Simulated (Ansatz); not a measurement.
One change: `O[SiH](S)Br` becomes `O[SiH](S)I`.

Ansatz, PBE0-D4/def2-TZVP geometries, multiplicity 1. Each molecule was computed in one conformer, which needn't be the lowest.

Elements past krypton have def2 core potentials. Scalar relativity is left out up to krypton. Spin–orbit coupling is left out; it splits and shifts lone-pair levels of the heavy atoms by tenths of an eV.

| property | `O[SiH](S)Br` |
| --- | --- |
| HOMO energy (ωB97M-V/def2-TZVPP) / eV | -10.10 |
| HOMO energy (PBE/def2-TZVPP) / eV | -6.65 |
| HOMO–LUMO gap (PBE0/def2-TZVPP) / eV | 7.53 |
| size of the dipole moment (ωB97M-V/def2-TZVPP) / D | 0.86 |
| HOMO energy (PBE0/def2-TZVPP) / eV | -7.90 |
| zero-point energy (PBE0-D4/def2-TZVP) / kJ/mol | 90.1 |

Task: What does the change do to each property? (Best estimate.)

Result: Computed: 
```
                                          property  `O[SiH](S)I`  shift
             HOMO energy (ωB97M-V/def2-TZVPP) / eV         -9.83   0.27
                 HOMO energy (PBE/def2-TZVPP) / eV         -6.53   0.12
              HOMO–LUMO gap (PBE0/def2-TZVPP) / eV          6.90  -0.63
size of the dipole moment (ωB97M-V/def2-TZVPP) / D          0.87   0.01
                HOMO energy (PBE0/def2-TZVPP) / eV         -7.71   0.19
    zero-point energy (PBE0-D4/def2-TZVP) / kJ/mol          89.2   -0.9
```

With PBE0 the HOMO rises by 0.19 eV and the LUMO falls by 0.44 eV, so the gap narrows by about 0.63 eV. PBE moves the HOMO by 0.12 eV and ωB97M-V by 0.27 eV. Dipoles are sizes alone; their direction can turn.

Positive LUMOs are unbound, so they and the gaps depend on the basis.
